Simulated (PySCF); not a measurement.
How the method changes the constants of LiCa

State: ²Σ⁺ (doublet), unpaired electrons σ ↑. Set-up: Li 3-21G, Ca 3-21G; no relativity (PySCF 2.14). De refers to Li + Ca in their ground configurations, without counterpoise correction. The functionals are run spin-unrestricted. A positive dipole means Li(−)Ca(+). Levels whose curve was spin-contaminated or gave no clean fit are not listed.

```json
{"Level": "ROHF-CCSD", "Re (Å)": "3.684", "ωe (cm⁻¹)": "133", "De (eV)": "0.109", "μ (D)": "n/a", "CPU s a point (SCF and correlation, without the integrals)": "n/a"}
{"Level": "ROHF-CCSD(T)", "Re (Å)": "3.657", "ωe (cm⁻¹)": "141", "De (eV)": "0.121", "μ (D)": "n/a", "CPU s a point (SCF and correlation, without the integrals)": "0.58"}
{"Level": "LDA", "Re (Å)": "3.476", "ωe (cm⁻¹)": "190", "De (eV)": "0.404", "μ (D)": "-0.49", "CPU s a point (SCF and correlation, without the integrals)": "0.21"}
{"Level": "PBE", "Re (Å)": "3.497", "ωe (cm⁻¹)": "190", "De (eV)": "0.364", "μ (D)": "-0.40", "CPU s a point (SCF and correlation, without the integrals)": "0.34"}
{"Level": "r²SCAN", "Re (Å)": "3.520", "ωe (cm⁻¹)": "193", "De (eV)": "0.419", "μ (D)": "-0.97", "CPU s a point (SCF and correlation, without the integrals)": "0.51"}
{"Level": "B3LYP", "Re (Å)": "3.531", "ωe (cm⁻¹)": "174", "De (eV)": "0.236", "μ (D)": "-0.30", "CPU s a point (SCF and correlation, without the integrals)": "0.42"}
{"Level": "PBE0", "Re (Å)": "3.501", "ωe (cm⁻¹)": "191", "De (eV)": "0.346", "μ (D)": "-0.70", "CPU s a point (SCF and correlation, without the integrals)": "0.68"}
{"Level": "BHandHLYP", "Re (Å)": "3.531", "ωe (cm⁻¹)": "174", "De (eV)": "0.212", "μ (D)": "-0.55", "CPU s a point (SCF and correlation, without the integrals)": "0.3"}
{"Level": "ωB97X", "Re (Å)": "3.510", "ωe (cm⁻¹)": "189", "De (eV)": "0.186", "μ (D)": "-2.17", "CPU s a point (SCF and correlation, without the integrals)": "0.46"}
```

Question: Which functional lies closest to ROHF-CCSD(T) in De, which farthest, and by how much do they differ from it?

Answer: Closest is ωB97X (-14.7 pm in Re, +34.0 % in ωe, +0.07 eV in De against ROHF-CCSD(T) in the same basis), farthest r²SCAN (-13.7 pm in Re, +36.9 % in ωe, +0.30 eV in De). CCSD(T) converges more slowly with the basis than the functionals do and binds too weakly in this one, so the order can change at the basis-set limit.

Question: What does the gradient correction do here, going from LDA to PBE?

Answer: PBE less LDA: +2.1 pm in Re, +0.0 % in ωe, -0.04 eV in De. The gradient correction favours the more uneven density of free atoms, so it tends to lengthen bonds and takes away much of the overbinding of LDA; so it does here.

Correlated steps freeze 5 core orbitals. The bond is weak. Basis-set superposition, not corrected here, can be much of De in a small basis, most of all at correlated wavefunction levels. Functionals without a dispersion term scatter widely for such bonds, and LDA overbinds them. 3-21G is very small, so such numbers show the basis as much as the molecule. The state is the lowest determinant that a PBE0 search found; another state may lie lower at other levels.

The whole job (state search and all levels along the bond) took about 0.98 min on 1 thread of Intel Xeon Platinum 8375C @ 2.90GHz (shared host), peak memory 0.35 GiB.
